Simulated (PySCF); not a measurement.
Ga(CF3)(H)2 (CH2F3Ga), SMILES F[C](F)(F)[GaH2].

Coordinates come from a PBE0-D3(BJ)/def2-SVP optimisation. The structure was generated by enumeration; whether it is a known compound was not checked.

Computed with TDDFT-PBE/def2-SVPD run with PySCF.

Vertical excitations. The molecule is in vacuum. State labels are in the subgroup Cs.

```csv
state,symmetry,energy (eV),λ (nm),f,main pairs
S1,A',4.34,285,0.000,HOMO→LUMO 100 %
S2,A",5.01,247,0.000,HOMO−1→LUMO 100 %
S3,A",6.52,190,0.001,HOMO−2→LUMO 100 %
S4,A",7.11,174,0.000,HOMO−3→LUMO 100 %
S5,A',7.13,174,0.054,"HOMO→LUMO+1 51 %, HOMO→LUMO+2 26 %, HOMO−4→LUMO 22 %"
S6,A',7.26,171,0.044,"HOMO−4→LUMO 72 %, HOMO→LUMO+2 23 %"
S7,A',7.53,165,0.011,"HOMO→LUMO+3 38 %, HOMO→LUMO+2 30 %, HOMO→LUMO+1 24 %"
S8,A',7.79,159,0.168,"HOMO→LUMO+3 60 %, HOMO→LUMO+2 18 %, HOMO→LUMO+1 13 %"
S9,A",7.87,158,0.118,"HOMO−1→LUMO+1 69 %, HOMO−1→LUMO+3 17 %"
S10,A",7.98,155,0.029,HOMO−1→LUMO+2 94 %
T1,A',3.97,312,0,HOMO→LUMO 100 %
T2,A",4.55,273,0,HOMO−1→LUMO 100 %
T3,A',6.40,194,0,HOMO→LUMO+1 97 %
T4,A",6.45,192,0,HOMO−2→LUMO 100 %
```
Triplets are in the Tamm–Dancoff approximation, which puts them higher than full response would, so one can lie above its singlet here.
